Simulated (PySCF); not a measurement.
Compound: C₇H₈.
SMILES with atom numbers: `[CH2:1]=[CH:2]/[CH:3]=[CH:4]\[CH:5]1[CH:6]=[CH:7]1` (hydrogens: H8, H9 on C1; H10 on C2; H11 on C3; H12 on C4; H13 on C5; H14 on C6; H15 on C7)

The calculation used PBE0/def2-SVP geometry optimisation, gas phase in PySCF.

(1) Give the optimised bond lengths and angles.

Results:

(1) 
```json
{"bond": "C1=C2", "length (pm)": "134.2", "order": "double"}
{"bond": "C2–C3", "length (pm)": "145.3", "order": "single"}
{"bond": "C3=C4", "length (pm)": "134.9", "order": "double"}
{"bond": "C4–C5", "length (pm)": "147.8", "order": "single"}
{"bond": "C5–C6, C5–C7", "length (pm)": "151.1", "order": "single"}
{"bond": "C6=C7", "length (pm)": "129.4", "order": "double"}
{"bond": "C1–H8", "length (pm)": "109.5", "order": "single"}
{"bond": "C1–H9", "length (pm)": "109.3", "order": "single"}
{"bond": "C2–H10", "length (pm)": "109.5", "order": "single"}
{"bond": "C3–H11", "length (pm)": "109.6", "order": "single"}
{"bond": "C4–H12", "length (pm)": "109.7", "order": "single"}
{"bond": "C5–H13", "length (pm)": "110.0", "order": "single"}
{"bond": "C6–H14, C7–H15", "length (pm)": "108.7", "order": "single"}
```

Bonds in one row agree within 1 pm and their mean is given. Orders are formal, as drawn. A selection of angles:
```json
{"angle": "C2–C1–H8", "degrees": "121.1"}
{"angle": "C2–C1–H9", "degrees": "121.7"}
{"angle": "H8–C1–H9", "degrees": "117.2"}
{"angle": "C1–C2–C3", "degrees": "123.9"}
{"angle": "C1–C2–H10", "degrees": "118.5"}
{"angle": "C3–C2–H10", "degrees": "117.6"}
{"angle": "C2–C3–C4", "degrees": "126.7"}
{"angle": "C2–C3–H11", "degrees": "115.6"}
{"angle": "C4–C3–H11", "degrees": "117.7"}
{"angle": "C3–C4–C5", "degrees": "127.7"}
{"angle": "C3–C4–H12", "degrees": "117.8"}
{"angle": "C5–C4–H12", "degrees": "114.6"}
{"angle": "C4–C5–C6", "degrees": "120.3"}
{"angle": "C4–C5–H13", "degrees": "114.9"}
{"angle": "C6–C5–C7", "degrees": "50.7"}
{"angle": "C6–C5–H13", "degrees": "117.8"}
{"angle": "C5–C6–C7", "degrees": "64.7"}
{"angle": "C5–C6–H14", "degrees": "144.5"}
{"angle": "C7–C6–H14", "degrees": "150.9"}
```

Torsions: C1–C2–C3–C4 180° (antiperiplanar); C2–C3–C4–C5 0° (synperiplanar); C3–C4–C5–C6 150°; C4–C5–C6–C7 106° (anticlinal); C4–C5–C7–C6 -106° (anticlinal).

The C–C distances run from 1.294 Å (C6=C7, drawn double) to 1.511 Å (C5–C7, drawn single), a spread of 0.217 Å. The 3-membered ring C5–C6–C7 has internal angles of 50.7° to 64.7°. Of the pairs four or more bonds apart, H10···H13 is among the closest relative to their van der Waals radii: 2.14 Å, 89 % of the sum of Bondi's values.

Point group: Cs (every atom within 0.08 Å of its image). Not checked by PBE0/def2-SVP frequencies. One conformer, not necessarily the lowest.
